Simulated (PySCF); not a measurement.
C4H5B2N.
Bonds: B1–N2, N2–B3, B3–C4, C4–C5 (triple), C5–C6, C6–C7 (triple). Hydrogens: H8, H9 on B1; H10 on N2; H11 on B3; H12 on C7.

Computed by this run: PySCF 2.14.0, PBE0-D3(BJ)/def2-SVP geometry optimisation, gas phase; density fitting, grid level 1; the optimiser is geomeTRIC in internal coordinates, started from a GFN2-xTB structure with every atom displaced at random (about 0.01 Å).

Geometry at step 2:
```
atom  x, y, z in Å
B1     -2.5831   -0.6065    0.0786
N2     -1.1759   -0.4377    0.1266
B3     -0.4952    0.6537    0.7367
C4      1.0264    0.7494    0.7270
C5      2.2531    0.8019    0.7366
C6      3.6185    0.8728    0.7492
C7      4.8327    0.9635    0.7750
H8     -3.2800    0.2304    0.5970
H9     -3.0483   -1.5757   -0.4768
H10    -0.5992   -1.1484   -0.3155
H11    -1.1492    1.5110    1.2773
H12     5.9063    1.0122    0.7877
```

Q: What forces act on the atoms?

A: 
| atom | Fx (eV/Å) | Fy (eV/Å) | Fz (eV/Å) |
| --- | --- | --- | --- |
| B1 | -0.023 | -0.022 | -0.011 |
| N2 | 0.089 | 0.016 | -0.012 |
| B3 | -0.032 | 0.073 | 0.056 |
| C4 | 0.063 | -0.149 | -0.038 |
| C5 | -0.105 | 0.029 | -0.015 |
| C6 | 0.047 | 0.096 | 0.046 |
| C7 | -0.033 | -0.097 | -0.034 |
| H8 | -0.023 | -0.013 | -0.005 |
| H9 | 0.025 | 0.030 | 0.018 |
| H10 | -0.010 | -0.007 | -0.006 |
| H11 | 0.002 | 0.015 | -0.007 |
| H12 | 0.000 | 0.030 | 0.006 |

The largest, 0.17 eV/Å, acts on C4; the rms over all components is 0.049 eV/Å. The forces sum to zero within rounding, as they must for an isolated molecule in no field.

Q: Give the force on C4 in Eh/bohr and in nN.

A: 0.166 eV/Å ÷ 51.422 = 0.00323 Eh/bohr, and 0.166 eV/Å × 1.602 = 0.27 nN.

Q: How far is this geometry from the end of the optimisation?

A: 0.004 eV above it, and 0.018 Å rms away after alignment. The bonds farthest from their final lengths, with half the difference of the two atoms' forces along the bond (positive lengthens):

```json
{"bond": "B1–H9", "now (Å)": "1.210", "final (Å)": "1.209", "force along bond (eV/Å)": "-0.04"}
```

The angle farthest from its final value is C6–C7–H12, 178.2° against 179.9°.

The cost below is that of the whole optimisation. The run took 33 s on one thread, Arm Neoverse V1 (aarch64), no GPU (shared host), and the process peaked at 0.49 GiB of memory.
